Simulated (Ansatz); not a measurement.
The cluster Na₃Br₄, relaxed as a doublet with UKS r2SCAN-D4/def2-SVP in Ansatz, starting from the GFN2-xTB geometry. Force threshold 0.02 eV/Å.

The structure comes from a short search, and lower isomers may exist.

Start:

```xyz
7

Na   -1.1059   -0.6910   -1.9617
Na    1.5949    1.7808   -0.0042
Na   -0.5960   -1.4006    2.5379
Br    1.6460   -0.1913   -2.0125
Br    1.1726    0.5682    2.3737
Br   -1.7467   -2.0822    0.2588
Br   -0.9649    2.0161   -1.1919
```

Task: Estimate the energy that the relaxation releases and the steps that it takes.

Result: 0.47 eV, in 7 steps; 1.8 min on 4 threads of Arm Neoverse V1 on a shared host. No frequencies were taken in this run, so the end may be a saddle point.

Task: Does the start keep its bonding and symmetry?

Result: By distances, no bond broke or formed. The bond that changes most is Na1–Br4, from 2.80 to 2.87 Å (atoms count from 1). The end is the same structure that another start reached, the lowest one found. Point group Cs at the start, Cs at the end, both within 0.05 Å.

Task: Predict the relaxed structure.

Result: 
```xyz
7

Na   -1.122   -0.773   -1.669
Na    1.456    1.573    0.216
Na   -0.527   -1.318    2.362
Br    1.512    0.182   -2.294
Br    1.292    0.606    2.697
Br   -1.940   -2.332    0.336
Br   -0.671    2.062   -1.648
```
Bond lengths (bridged metal pairs left out): 8 × Br–Na 2.67 to 2.87 Å.
